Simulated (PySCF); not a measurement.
Vertical excitations of a molecule C4H7BFN from PySCF 2.14.0 with TDA-LC-ωPBE/def2-SVPD, as energy in eV (oscillator strength): 6.69 (0.080), 6.97 (0.000), 7.44 (0.364), 7.56 (0.001), 8.06 (0.030), 8.28 (0.004), 8.48 (0.001), 8.69 (0.002), 8.71 (0.001), 8.93 (0.007). Lowest triplet (TDA): 3.91 eV. Geometry: PBE0-D3(BJ)/def2-SVP. The values are those of a single conformer.

Task: Which structure fits?
(A) C#C[C@@H](F)B(C)N
(B) FCB1C=CCN1
(C) C#CCB(N)CF
(D) NCC1=CCB1F

Result: B, FCB1C=CCN1
